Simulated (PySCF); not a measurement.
Species: B2H6NP.
Atom-mapped SMILES: `[BH2:1][PH:2][BH:3][NH2:4]` (hydrogens: H5, H6 on B1; H7 on P2; H8 on B3; H9, H10 on N4)

Computed, not measured: PBE0-D3(BJ)/def2-SVP geometry optimisation, gas phase (PySCF 2.14.0).

(1) What internal coordinates does the optimisation give?

Results:

(1) 
```json
{"bond": "B1–P2", "length (Å)": "1.819"}
{"bond": "P2–B3", "length (Å)": "1.897"}
{"bond": "B3–N4", "length (Å)": "1.389"}
{"bond": "B1–H5, B1–H6", "length (Å)": "1.207"}
{"bond": "P2–H7", "length (Å)": "1.411"}
{"bond": "B3–H8", "length (Å)": "1.208"}
{"bond": "N4–H9, N4–H10", "length (Å)": "1.012"}
```

Bonds in one row agree within 0.01 Å and their mean is given. A selection of angles:
```json
{"angle": "P2–B1–H5", "degrees": "120.7"}
{"angle": "P2–B1–H6", "degrees": "117.9"}
{"angle": "H5–B1–H6", "degrees": "121.2"}
{"angle": "B1–P2–B3", "degrees": "120.8"}
{"angle": "B1–P2–H7", "degrees": "114.6"}
{"angle": "B3–P2–H7", "degrees": "110.9"}
{"angle": "P2–B3–N4", "degrees": "121.3"}
{"angle": "P2–B3–H8", "degrees": "118.3"}
{"angle": "N4–B3–H8", "degrees": "120.4"}
{"angle": "B3–N4–H9", "degrees": "122.3"}
{"angle": "B3–N4–H10", "degrees": "123.8"}
{"angle": "H9–N4–H10", "degrees": "113.9"}
```

Dihedral angles: B1–P2–B3–N4 -28° (synperiplanar). The mirror-image conformer, all signs reversed, is as good.

N4 (boron-bound nitrogen) is planar (angles 123.8°, 122.3° and 113.9°, sum 360.0°, 0.00 Å off the plane of its three neighbours). P2 (three-coordinate phosphorus) is pyramidal (angles 120.8°, 114.6° and 110.9°, sum 346.3°, 0.36 Å off the plane of its three neighbours). B1 (three-coordinate boron) is planar (angles 121.2°, 120.7° and 117.9°, sum 359.7°, 0.04 Å off the plane of its three neighbours). The B–P distances run from 1.819 Å (B1–P2, drawn single) to 1.897 Å (P2–B3, drawn single), a spread of 0.078 Å. B3 (three-coordinate boron) is planar (angles 121.3°, 120.4° and 118.3°, sum 360.0°, 0.02 Å off the plane of its three neighbours).

Point group: C1 (no symmetry element, even within 0.4 Å). Not checked by PBE0-D3(BJ)/def2-SVP frequencies. One conformer, not necessarily the lowest (H–B1–P2–B3 -157° and 29°, B1–P2–B3–N4 -28°).
